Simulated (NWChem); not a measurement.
System: BGeH5; SMILES [BH2][GeH3]

The following NWChem deck was run.

```
start job
memory heap 200 mb stack 900 mb global 1100 mb
geometry units angstroms noautoz
  B      0.007148    -1.726048     0.001497
  Ge     0.010008     0.332402     0.009181
  H     -1.395888     0.950770     0.137473
  H      0.911187     0.944577     1.099334
  H      0.580164     0.787352    -1.355731
  H      0.970210    -2.349044     0.379753
  H     -0.940795    -2.342946    -0.422233
end
basis spherical
  * library def2-svp
end
dft
  xc xpbe96 cpbe96
  iterations 150
  vectors input atomic output neutral.movecs
end
task dft energy
charge 1
dft
  odft
  mult 2
  vectors input atomic output cation.movecs
end
task dft energy
```

All runs use the structure optimised with PBE0/def2-SVP.

Ions are spin-unrestricted doublets at the neutral geometry; other ion states weren't tried.

Task: Give the results of this calculation. (PBE/def2-SVP, vertical spin-unrestricted ions.) Quantities: vertical ionisation energy, ΔSCF (eV); −ε(HOMO) (eV).

Result: 
- vertical ionisation energy, ΔSCF (eV) = 10.50
- −ε(HOMO) (eV) = 7.14
